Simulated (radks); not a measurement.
Removal energies from the copper ion Cu5+, [Ar] 3d6, by Delta-SCF beside the eigenvalue of the level emptied. Method: scalar-relativistic Kohn-Sham, BLYP, spin-polarised, spherical densities, finite nucleus; Fermi nuclear charge, rms radius of each element as measured or else 0.836 A^(1/3) + 0.57 fm; computed with a radial shooting solver on a logarithmic mesh with Libxc functionals. Open shells are filled with parallel spins first.

| removed from | final configuration | Delta-SCF (eV) | -eigenvalue (eV) |
|---|---|---|---|
| 3d | [Ar] 3d5 | 104.46 | 92.015 |
| 3p | [Ne] 3s2 3p5 3d6 | 175.06 | 162.17 |
| 3s | [Ne] 3s1 3p6 3d6 | 218.56 | 205.44 |
| 2p | [He] 2s2 2p5 3s2 3p6 3d6 | 1052.3 | 1016.2 |
